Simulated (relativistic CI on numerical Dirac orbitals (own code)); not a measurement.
# Ni4+: M2,3 absorption edge

Computed with this model: Dirac-Coulomb-Breit CI, separate exchange-only KLI orbitals for each configuration, model QED, valence Slater integrals scaled by 0.9, multiplet model of core-to-valence dipole absorption; configurations [Ar] 3d6 → [Ne] 3s2 3p5 3d7; 300 K; Lorentzian 1.2 eV and Gaussian 0.3 eV FWHM. Energies are those of the free ion, without screening or charge transfer. The branching ratio is the share of the lower-energy edge in the whole absorption, uncertain by about 0.02 where the edges overlap. S is read from ⟨S²⟩ = S(S + 1).

Field parameters in Wybourne normalisation: D3d B²₀ = −7Dσ, B⁴₀ = −14Dq − 21Dτ, B⁴₃ = −14√(10/7) Dq; Oh B⁴₀ = 21Dq, B⁴₄ = √(5/14) B⁴₀; Td as Oh with Dq negative (B⁴₀ = 21Dq, B⁴₄ = √(5/14) B⁴₀). The field is a parameter set, without covalency.

Peaks in eV (height, largest 100): 67.5 (41), 72.5 (66), 74.0 (100).

Q: Which surroundings give this spectrum?
A. Oh, 10Dq = 35600 cm⁻¹
B. Oh, 10Dq = 18800 cm⁻¹
C. D3d, 10Dq = 22200, Dσ = -550, Dτ = -180 cm⁻¹
D. free ion

A: D. free ion, where the ground state has S = 2.00.
